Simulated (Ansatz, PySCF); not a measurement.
A series of H-Si bond dissociation energy values:

A. [SiH3][SiH2]Cl -> [SiH2][SiH2]Cl + H atom
B. CC[SiH3] → CC[SiH2] + H atom
C. [SiH3][SiH3] -> [SiH2][SiH3] + H atom
D. [SiH3] (SiH3) → [SiH2] (SiH2) + H atom
E. [SiH3]P -> [SiH2]P + H atom

Quantity: bond dissociation energy (enthalpy at 298 K, with B3LYP-D3(BJ) rigid-rotor harmonic-oscillator terms from PySCF), kJ/mol. Each molecule is optimised on its own at B3LYP-D3(BJ)/def2-TZVP (Ansatz, a program for electronic structure), one conformer each, not searched for the lowest. Unstable Hartree-Fock reference: [SiH2] (SiH2). Correlated levels leave the core frozen unless marked. Open shells are spin-unrestricted. Spin-orbit coupling is left out. No relativistic terms. CBS marks a two-point X^-3 extrapolation of the correlation energy; Hartree-Fock from the larger set. [CCSD(T)-MP2]/basis is that difference in the basis named.

```
   CAM-B3LYP/def2-TZVPD (Ansatz)  wB97M-V/def2-TZVPD (Ansatz)  SCS-MP2/STO-3G (Ansatz)  RI-MP2/CBS(cc-pV(T+d)Z,cc-pV(Q+d)Z)+[CCSD(T)-MP2]/cc-pV(T+d)Z (Ansatz)
-  -----------------------------  ---------------------------  -----------------------  ----------------------------------------------------------------------
A                          369.8                        373.5                    457.5                                                                   375.2
B                          383.7                        389.4                    465.6                                                                   390.1
C                          369.4                        373.3                    460.3                                                                   374.9
D                          298.9                        280.4                    356.2                                                                   290.5
E                          368.8                        374.8                    451.2                                                                   376.6
```
